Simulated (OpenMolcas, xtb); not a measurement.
## How methods differ on CH7NOSi (SMILES OCN[SiH3])

CH7NOSi has 11 atoms, charge 0, and is taken as a singlet. As SMILES, `OCN[SiH3]`. The coordinates come from a PBE0-D4/def2-TZVP relaxation. This is one conformer, not always the lowest.

```xyz
11

O    -1.2080    1.8085   -0.6684
C    -0.0098    1.1978   -0.2606
N     0.0215   -0.2043   -0.5522
Si    0.4725   -1.4259    0.5712
H    -1.9307    1.2911   -0.2993
H     0.7769    1.7531   -0.7813
H     0.1508    1.3206    0.8204
H     0.0332   -0.4105   -1.5397
H    -0.2127   -1.1405    1.8601
H     1.9344   -1.5155    0.8581
H     0.0371   -2.7316    0.0127
```

Quantity: the energy change with the N3–H8 bond stretched from 1.009 to 1.513 Å, in eV. The values are calculated.

| level | kind | program | value (eV) | less CCSD(T)/cc-pVDZ | CPU time (all runs) |
| --- | --- | --- | --- | --- | --- |
| GFN1-xTB | semi-empirical | xtb | 2.01 | -0.17 | under 2 s |
| HF/cc-pVDZ (restricted) | Hartree–Fock | OpenMolcas | 2.66 | +0.48 | 22 s |
| SVWN5/cc-pVDZ (restricted) | LDA | OpenMolcas | 2.02 | -0.16 | 71 s |
| PBE/cc-pVDZ (restricted) | GGA | OpenMolcas | 2.02 | -0.16 | 1.7 min |
| TPSS/cc-pVDZ (restricted) | meta-GGA | OpenMolcas | 2.04 | -0.14 | 2.5 min |
| BHLYP/cc-pVDZ (restricted) | global hybrid | OpenMolcas | 2.44 | +0.26 | 1.8 min |
| B2PLYP/cc-pVDZ (restricted) | double hybrid | OpenMolcas | 2.23 | +0.05 | 80 s |
| MP2/cc-pVDZ (restricted) | perturbation theory | OpenMolcas | 2.28 | +0.10 | 19 s |
| CCSD(T)/cc-pVDZ (restricted) | coupled cluster or CI | OpenMolcas | 2.18 | 0.00 | 3.6 min |

Differences are taken from CCSD(T)/cc-pVDZ (restricted) for orientation; it has basis-set and higher-order errors of its own. The first shape isn't each level's own minimum. The values span 2.01 to 2.66 eV. Times are those of the runs behind each value, whatever else they computed, on shared processors of several kinds: orders of magnitude only.
